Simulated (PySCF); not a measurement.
## Assignment exercise: C$_{5}$H$_{12}$O$_{2}$Si$_{2}$

Cartesian coordinates in Å; atom numbers follow the order of the lines, from 1:
```xyz
21

O     1.1044   -2.0982   -0.1733
C     1.8777   -1.1952    0.5837
C     1.0207   -0.1106    1.2553
C     0.2454    0.6301    0.2154
C    -1.0596    0.4615   -0.0852
C    -2.0012   -0.4996    0.5808
O    -1.8180   -1.8327    0.1489
Si   -1.3851    1.6260   -1.5583
Si    0.8777    1.9091   -1.0530
H     0.7121   -1.6185   -0.9143
H     2.3823   -1.8015    1.3392
H     2.6361   -0.7175   -0.0509
H     0.3549   -0.5830    1.9830
H     1.6877    0.5726    1.7856
H    -1.8988   -0.4369    1.6779
H    -3.0342   -0.2508    0.3240
H    -0.9008   -2.0986    0.3211
H    -2.3807    2.6649   -1.2678
H    -1.8248    0.9350   -2.7760
H     1.4597    3.0963   -0.4160
H     1.9354    1.3646   -1.9207
```

Non-relativistic, averaged over atoms made equivalent by symmetry, fast rotation or ring inversion, one computed conformer, isolated molecule. GIAO PBE0/pcSseg-1 shieldings; geometry from GFN2-xTB; PySCF 2.14.

Chemical shifts δ = σref − σ; TMS for ¹³C (σ = 186.93 ppm), ¹H (σ = 31.72 ppm), all at this level.

Task: Assign these signals to the numbered atoms. ¹³C{¹H} NMR (computed): δ 183.2, 174.3, 62.9, 62.1, 41.2.

Result: 
| δ (ppm) | atoms | environment | reason |
| --- | --- | --- | --- |
| 183.2 | C5 | fully substituted alkene carbon | – |
| 174.3 | C4 | fully substituted alkene carbon | – |
| 62.9 | C6 | allylic sp3 CH2 bonded to O | the inductive effect lowers its shielding |
| 62.1 | C2 | sp3 CH2 bonded to O | deshielded by the electronegative neighbour |
| 41.2 | C3 | allylic sp3 CH2 | a saturated carbon with 2 carbon neighbours and no heteroatom attached |

C6 and C2 lie closer than the usual error of such a calculation, so a measured spectrum could show them in the other order.

Task: Assign these signals to the numbered atoms. ¹H NMR (500 MHz, computed): δ 4.78 (m, 2H), 4.70 (m, 2H), 4.42 (s, 2H), 3.91 (t, 2H), 2.61 (t, 2H), 2.07 (br s, 1H), 0.91 (br s, 1H).

Result: 
| δ (ppm) | atoms | environment | reason |
| --- | --- | --- | --- |
| 4.78 | H18/H19 | hydrogen on a silicon bonded to C, Si, in a 4-membered ring | – |
| 4.70 | H20/H21 | hydrogen on a silicon bonded to C, Si, in a 4-membered ring | – |
| 4.42 | H15/H16 | hydrogen on an allylic sp3 CH2 bonded to O | its carbon carries O, which withdraws density |
| 3.91 | H11/H12 | hydrogen on an sp3 CH2 bonded to O | its carbon carries O, hence the downfield position |
| 2.61 | H13/H14 | hydrogen on an allylic sp3 CH2 | allylic position |
| 2.07 | H17 | hydrogen on an alcohol oxygen | exchangeable; this is the value without hydrogen bonding to other molecules |
| 0.91 | H10 | hydrogen on an alcohol oxygen | – |

H18/H19 and H20/H21 lie closer than the usual error of such a calculation, so a measured spectrum could show them in the other order.

OH/NH shifts are gas-phase values; hydrogen bonding in solution moves them, usually downfield. Shifts are as computed. Against solution values, carbons near 30 ppm lie about +3 ppm off and those near 130 ppm about +5 ppm. Of 1211 compounds with measured shifts, 218 miss one by over three times the rms of a fit or turn the order of signals round; such compounds aren't used in these exercises. No couplings were computed; multiplicities are counted from neighbouring protons, with m where these are inequivalent, close in shift, in a saturated or five-membered ring or joined by F or P, and br s for small geminal =CH2 splittings.
